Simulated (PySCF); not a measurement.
C5H5Ga, singlet, PBE0/def2-SVP optimised geometry.

```
11

Ga    -0.23    -0.01    -2.10
C      0.99     0.00     0.00
C      0.15    -1.15     0.01
C     -1.19    -0.71     0.02
C     -1.20     0.71     0.01
C      0.15     1.15     0.00
H      2.08     0.00     0.00
H      0.49    -2.18     0.02
H     -2.08    -1.35     0.03
H     -2.08     1.35     0.02
H      0.49     2.18     0.00
```

Density from PBE0/def2-TZVP (PySCF 2.14.0) at that geometry.

Minimum of the electron density along straight lines between bonded atoms, close to the bond critical point (lines longer than 1.1 times the sum of covalent radii, or with two minima, are not listed):

| bond | length / Å | ρ at the minimum / e bohr⁻³ | ∇²ρ there / e bohr⁻⁵ | position (fraction from the first atom) |
|---|---|---|---|---|
| C2–C3 | 1.418 | 0.299 | -0.81 | 0.50 |
| C3–C4 | 1.418 | 0.299 | -0.81 | 0.50 |
| C4–C5 | 1.418 | 0.299 | -0.81 | 0.50 |
| C2–C6 | 1.418 | 0.299 | -0.81 | 0.50 |
| C5–C6 | 1.418 | 0.299 | -0.81 | 0.50 |
| C2–H7 | 1.090 | 0.280 | -0.99 | 0.65 |
| C3–H8 | 1.090 | 0.280 | -0.99 | 0.65 |
| C4–H9 | 1.090 | 0.280 | -0.99 | 0.65 |
| C5–H10 | 1.090 | 0.280 | -0.99 | 0.65 |
| C6–H11 | 1.090 | 0.280 | -0.99 | 0.65 |
